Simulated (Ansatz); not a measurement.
C2H6InNO, SMILES `C1[NH][InH][CH2]O1`. Total charge 0; spin multiplicity 1. In takes the def2 core potential. Geometry: relaxed with PBE0-D4/def2-TZVP.

```xyz
11

C     0.447    1.151    0.189
N     0.493    0.172    1.237
In   -0.319   -1.576    0.547
C    -0.526   -0.411   -1.278
O    -0.588    0.896   -0.756
H     0.250    2.156    0.570
H     1.398    1.173   -0.373
H     0.407    0.559    2.161
H    -0.465   -2.982    1.486
H    -1.438   -0.596   -1.842
H     0.341   -0.542   -1.942
```

Q: What is the dipole moment at ωB97M-V/def2-TZVPP? (Estimate.)

A: Computed: 1.53 D, with components (-0.12, -1.47, 0.43) D in this frame, pointing from negative to positive charge.

Q: And with PBE, r2SCAN, B3LYP? (Estimate.)

A: Ansatz gave: PBE 0.98 D, r2SCAN 1.14 D, B3LYP 1.28 D.

Q: Give the Mulliken charges with ωB97M-V, B3LYP, r2SCAN in def2-TZVPP. (An estimate is asked.)

A: The calculation gave: 
```csv
atom,ωB97M-V,B3LYP,r2SCAN
C1,0.02,0.07,0.20
N2,-0.44,-0.45,-0.51
In3,0.50,0.53,0.51
C4,-0.31,-0.24,-0.17
O5,-0.28,-0.30,-0.30
H6,0.10,0.08,0.04
H7,0.10,0.07,0.03
H8,0.10,0.12,0.15
H9,-0.05,-0.10,-0.09
H10,0.14,0.13,0.09
H11,0.12,0.09,0.06
```

B3LYP here is the variant with VWN-RPA as its local correlation; programs differ in this.
